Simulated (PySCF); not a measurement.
A structure optimised at PBE-D3(BJ)/def2-SVP, used in a PySCF frequency run:

```xyz
9

W      0.0000     0.0000     0.0538
O      0.0000    -1.4553     0.9964
O      0.0000     1.4553     0.9964
N      1.6266     0.0000    -1.0412
H      2.1265    -0.8440    -1.3363
H      2.1265     0.8440    -1.3363
N     -1.6266     0.0000    -1.0412
H     -2.1265    -0.8440    -1.3363
H     -2.1265     0.8440    -1.3363
```
Charge 0, spin multiplicity 1.

### Question
Write its SMILES, formula and point group.

### Answer
[NH2][W]([NH2])(=[O])=[O], H4N2O2W, C2v

### Question
What are its rotational constants (standard atomic weights)?

### Answer
3.6020, 3.1193, 3.1006 GHz
